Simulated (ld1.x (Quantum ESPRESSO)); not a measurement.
# u(r) = r·R(r): atom against pseudo-atom (Al)

Columns: radius, all-electron u(r) and pseudo u(r) of the 3s shell (level -7.75 eV) of aluminium in the configuration [Ne] 3s2 3p1; PBE, scalar-relativistic, TM scheme, ld1.x (Quantum ESPRESSO) 7.5.

```csv
r (bohr),all-electron,pseudo
0.088,0.1352,0.0185
0.175,-0.0288,0.0371
0.262,-0.1878,0.0564
0.350,-0.2766,0.0771
0.438,-0.2944,0.0993
0.525,-0.2604,0.1232
0.612,-0.1935,0.1494
0.700,-0.1071,0.1788
0.788,-0.0126,0.2114
0.875,0.0818,0.2472
0.962,0.1726,0.2865
1.050,0.2580,0.3297
1.138,0.3353,0.3758
1.225,0.4030,0.4229
1.312,0.4619,0.4698
1.400,0.5129,0.5151
1.487,0.5553,0.5556
1.575,0.5907,0.5907
1.662,0.6190,0.6190
1.750,0.6411,0.6411
1.838,0.6572,0.6572
1.925,0.6678,0.6678
2.012,0.6735,0.6735
2.100,0.6749,0.6749
2.188,0.6725,0.6725
2.275,0.6668,0.6668
```

Problem. How many radial nodes do the two functions have?

Solution. The all-electron 3s function has n − l − 1 = 2; the pseudo-wave has 0, since the states of the same l below it are removed with the core.

Problem. At about which radius was the pseudo-wave matched?

Solution. 1.65 bohr. The columns agree to 0.0005 from 1.49 bohr on; several derivatives are matched, so the curves merge somewhat inside the radius.

Problem. Is the pseudo-wave norm-conserving?

Solution. Yes: the TM scheme keeps the norm inside the radius equal to the all-electron one, which fixes the energy derivative of the logarithmic derivative at the level.
